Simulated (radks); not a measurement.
Results of a calculation; reference values are marked as such.
Problem. These are the eigenvalues of the occupied orbitals of an atom or ion with whole-number occupations (hartree). Level of theory: scalar-relativistic Kohn-Sham, LDA (Slater exchange, Perdew-Wang correlation), spin-polarised, spherical densities, finite nucleus; Fermi nuclear charge, rms radius of each element as measured or else 0.836 A^(1/3) + 0.57 fm (a radial shooting solver on a logarithmic mesh with Libxc functionals).

| orbital | eigenvalue |
|---|---|
| 1s down | -2397.410 |
| 1s up | -2397.410 |
| 2s up | -410.9124 |
| 2s down | -410.9109 |
| 2p up | -361.1730 |
| 2p down | -361.1719 |
| 3s up | -94.38608 |
| 3s down | -94.38570 |
| 3p up | -79.52000 |
| 3p down | -79.51958 |
| 3d up | -61.86331 |
| 3d down | -61.86246 |
| 4s up | -19.79679 |
| 4s down | -19.79574 |
| 4p up | -14.91554 |
| 4p down | -14.91447 |
| 4d up | -8.59924 |
| 4d down | -8.59780 |
| 5s up | -3.48183 |
| 5s down | -3.46670 |
| 5p up | -2.31754 |
| 5p down | -2.29708 |
| 4f up | -1.63764 |
| 4f down | -1.63342 |
| 5d up | -1.02088 |

Which element is it, and in what charge state? The configuration may be excited. Open shells, if any, are filled with parallel spins first.

Solution. Z = 72, hafnium, charge +3: Hf3+ in [Xe] 4f14 5d1. The list shows which subshells hold electrons but not how many an open one holds; the 1s level, -2397.4 hartree, gives Z - s = 69.2 by -(Z - s)^2/2, which with screening and relativity narrows Z to a few neighbours, and the depths of the outer levels then fix element, charge and occupations together.
